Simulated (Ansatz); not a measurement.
`SC1C[SiH2]1` → `S[SiH]1CC1`  (isomerisation)

Computed with Ansatz on PBE0-D4/def2-TZVP structures; ΔE is electronic, products minus reactants. CCSD(T)/CBS adds triple-zeta CCSD(T) − MP2 to the extrapolated MP2 energy (def2 sets, frozen cores). DFT in def2-TZVPP. B3LYP here is the variant with VWN-RPA as its local correlation; programs differ in this. One conformer a species, not always the lowest.

```tsv
level	ΔE (kcal/mol)	difference from CCSD(T)/CBS
PBE0-D4	-25.6	-0.8
BHLYP-D4	-25.2	-0.4
B2PLYP	-25.1	-0.3
BLYP	-24.8	0.0
B3LYP	-25.2	-0.4
CAM-B3LYP	-24.9	-0.1
RPA@PBE/def2-TZVPP	-23.5	1.3
CCSD/def2-TZVPP	-25.0	-0.2
HF/def2-QZVPP	-25.3	-0.5
HF/CBS(def2)	-25.3	-0.5
CCSD(T)/CBS	-24.8	0
```

Largest T1 diagnostic among the species: 0.012.

At CCSD(T), def2-SVP lies +2.0 kcal/mol from the extrapolated value and def2-TZVPP +0.0 kcal/mol. Leaving LDA and LC-ωPBE aside and taking each functional with its dispersion term where it has one, the values, not all of them listed here, spread over 2.5 kcal/mol, from B97M-V to BLYP-D4. LDA lies +1.0 kcal/mol from PBE without D4.
